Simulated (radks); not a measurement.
Results of a calculation; reference values are marked as such.
Problem. Radial electron density D(r) = 4 pi r^2 rho(r) of an atom or ion with 22.3 electrons. Level of theory: scalar-relativistic Kohn-Sham, BLYP, spin-polarised, spherical densities, point nucleus (a radial shooting solver on a logarithmic mesh with Libxc functionals).

| r (bohr) | D(r) (e/bohr) | spin D(r) |
|---|---|---|
| 0.002775 | 1.109 | -0.0000853 |
| 0.003528 | 1.708 | -0.000129 |
| 0.004485 | 2.604 | -0.000192 |
| 0.005656 | 3.863 | -0.000273 |
| 0.00719 | 5.715 | -0.000374 |
| 0.00914 | 8.273 | -0.000468 |
| 0.01162 | 11.65 | -0.000477 |
| 0.01477 | 15.86 | -0.000210 |
| 0.01878 | 20.66 | 0.000772 |
| 0.02387 | 25.49 | 0.00339 |
| 0.03035 | 29.40 | 0.00944 |
| 0.03827 | 31.28 | 0.0215 |
| 0.04865 | 30.59 | 0.0451 |
| 0.06185 | 27.72 | 0.0862 |
| 0.07862 | 24.82 | 0.150 |
| 0.09995 | 24.77 | 0.238 |
| 0.1271 | 28.65 | 0.346 |
| 0.1615 | 33.65 | 0.482 |
| 0.2053 | 34.27 | 0.716 |
| 0.259 | 28.07 | 1.21 |
| 0.3292 | 18.56 | 2.23 |
| 0.4185 | 13.22 | 3.84 |
| 0.532 | 14.21 | 5.55 |
| 0.6763 | 16.10 | 6.35 |
| 0.8597 | 13.77 | 5.61 |
| 1.093 | 8.325 | 3.80 |
| 1.389 | 3.576 | 1.96 |
| 1.752 | 1.149 | 0.772 |
| 2.228 | 0.2513 | 0.204 |
| 2.832 | 0.03566 | 0.0328 |
| 3.6 | 0.002780 | 0.00271 |

What is the nuclear charge?

Solution. Z = 26. The innermost maximum, from 1s, lies near gamma/Z bohr with gamma = sqrt(1 - (Z/c)^2) = 0.982, here 0.0378 bohr (found: 0.0405), and its height grows with Z. The density is that of the iron ion Fe3.7+ in [Ne] 3s2 3p(up 3, down 2.3) 3d5; the configuration itself is not fixed sharply by these data, and Z only to about a unit. D(r) has 3 maxima, at r = 0.0405, 0.187, 0.682 bohr, and minima at 0.0894, 0.446 bohr, inside which lie 2.12, 10.72 electrons.
